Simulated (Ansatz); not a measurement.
Si₄O (the lowest singlet isomer of a short search). The state is a singlet with charge 0. Geometry PBE0-D4/def2-SVP, basis def2-TZVP, Ansatz.

```tsv
atom	x (Å)	y (Å)	z (Å)
O1	-1.576	0.886	-0.079
Si2	1.506	-0.282	-0.569
Si3	1.012	-1.682	1.284
Si4	-0.408	1.349	-1.245
Si5	-0.534	-0.271	0.609
```

```json
{"run": "A", "HOMO (eV)": "-6.13", "LUMO (eV)": "-3.37"}
{"run": "B", "HOMO (eV)": "-8.11", "LUMO (eV)": "-1.41"}
{"run": "C", "HOMO (eV)": "-5.24", "LUMO (eV)": "-4.09"}
{"run": "D", "HOMO (eV)": "-5.42", "LUMO (eV)": "-4.08"}
```

The structure comes from a short search, and lower isomers may exist.

Q: The runs used PBE, PBE0, r2SCAN, ωB97X-V. Estimate which is which.

A: A PBE0 (25 % exact exchange); B ωB97X-V (range-separated); C PBE (0 % exact exchange); D r2SCAN (0 % exact exchange). Exact exchange lowers occupied and raises empty levels; among semilocal functionals meta-GGAs tend to open the gap a little, and such runs are hard to tell apart. The gap grows from 1.15 eV (PBE) to 6.71 eV (ωB97X-V).
